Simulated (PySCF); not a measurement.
# How methods differ on the interval between two levels of Sc+

Sc+ [Ar] 3d1 4s1 [3D3, M_J = 3] → Sc+ [Ar] 3d2 [3F4, M_J = 4], as a difference of total energies. All numbers are calculated (PySCF 2.14, the two-component X2C-1e Hamiltonian, in x2c-TZVPall-2c with one added diffuse shell each of s, p, d type (7s8p5d1f, 63 functions)). Correlated levels: [Ne] frozen. "Screened" scales the spin-orbit matrix elements by Boettger's factors to mimic the two-electron term; Breit and QED terms are absent.

```
                    method  interval between two levels (cm⁻¹)
           GHF (spin-free)                              7756.6
          GMP2 (spin-free)                              7953.1
 GHF (screened spin-orbit)                              7762.8
GMP2 (screened spin-orbit)                              7965.8
```

Errors of the correlated levels include the incompleteness of this basis and the frozen core.

The labels give the starting determinants; with spin-orbit coupling the two ends relaxed to ⟨J²⟩ = 12.01, ⟨L²⟩ = 6.01, ⟨S²⟩ = 2.00 and ⟨J²⟩ = 20.00, ⟨L²⟩ = 12.00, ⟨S²⟩ = 2.00.

For comparison: 4810.0 cm⁻¹ (measured; NIST Handbook of Basic Atomic Spectroscopic Data (Sansonetti and Martin, J. Phys. Chem. Ref. Data 34, 1559 (2005))).
